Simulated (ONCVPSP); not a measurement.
# What the settings do to the ONCV potential of praseodymium (Pr)

Base potential:

- Element: praseodymium
- Generator: ONCVPSP 4.0.1
- Type: optimised norm-conserving Vanderbilt (ONCV)
- Functional: BLYP
- Relativity: scalar-relativistic
- Frozen core: [Kr] 4d10 4f2
- Valence charge: 11
- Reference configuration: 5s2 5p6 5d1 6s2
- Partial waves: 5s+6s: rc 2.60 bohr, ncon 4, nbas 9, qcut 5.4 1/bohr, 2 projectors; 5p: rc 2.45 bohr, ncon 4, nbas 7, qcut 4.8 1/bohr, 2 projectors, debl 2.3 Ha; 5d: rc 3.60 bohr, ncon 5, nbas 10, qcut 5 1/bohr, 2 projectors, debl 0.8 Ha
- Local potential: polynomial inside 1.60 bohr (lpopt 5, dvloc0 1 Ha)
- Core correction: Teter function, fcfact 3.75, rcfact 1.55

Cutoffs, loose and tight: the cutoffs (Ha) at which the residual kinetic energy of the hardest occupied pseudo-wave falls to 1 and 0.1 mHa per electron. They do not see the model core or the augmentation charge, which bear on the density cutoff. Test errors are all-electron minus pseudo excitation energies from the reference, over the configurations 5s2 5p6 5d1 6s1; 5s2 5p6 5d1 6s0; 5s2 5p6 5d0 6s0; 5s2 5p6 5d1 6s0 6p2. A dash means not determined; rows that change the core or the reference have their own tests.

A true bound ghost makes a file unfit for plane-wave use even where its test errors are small: the radial tests pick states by their node count and pass the ghost by.

```csv
change,outcome,"cutoff, loose","cutoff, tight",bound ghosts,GHOST(+) flags above zero,largest test error (meV)
base,generated,8.5 Ha,10 Ha,none,s,-54
"all radii but the core radius scaled by about 0.81 (s 2.12, p 1.98, d 2.92 bohr); local potential polynomial inside 1.30 bohr (lpopt 5, dvloc0 1 Ha)",generated,12 Ha,33 Ha,s,p,-63
"all radii but the core radius scaled by about 0.88 (s 2.30, p 2.16, d 3.18 bohr); local potential polynomial inside 1.42 bohr (lpopt 5, dvloc0 1 Ha)",generated,10 Ha,18 Ha,none,"s, p",-63
"all radii but the core radius scaled by about 1.08 (s 2.80, p 2.64, d 3.88 bohr); local potential polynomial inside 1.72 bohr (lpopt 5, dvloc0 1 Ha)",generated,7.4 Ha,9.5 Ha,none,s,-45
"all radii but the core radius scaled by about 1.17 (s 3.06, p 2.88, d 4.22 bohr); local potential polynomial inside 1.88 bohr (lpopt 5, dvloc0 1 Ha)",generated,6.2 Ha,8.5 Ha,none,none,-25
"all radii but the core radius scaled by about 1.30 (s 3.38, p 3.18, d 4.68 bohr); local potential polynomial inside 2.08 bohr (lpopt 5, dvloc0 1 Ha)",generated,6.2 Ha,7.8 Ha,none,none,+27
```

Reading the sweep of the scale of all radii but the core radius (base = 1) (base included, trends over the rows without a ghost): The loose cutoff falls from 10 Ha at 0.88 to 6.2 Ha at 1.3. A larger radius leaves more room for a smooth pseudo-wave, so fewer plane waves are needed; a smaller one forces it to follow the all-electron wave where it bends sharply. The median size of the test errors (rows with all tests solved) rises from 3.8 meV at 0.88 to 17.0 meV at 1.3. More of the atom is replaced by a form fitted at one configuration, so other configurations suffer as the radius grows. Bound ghosts are found at 0.81.
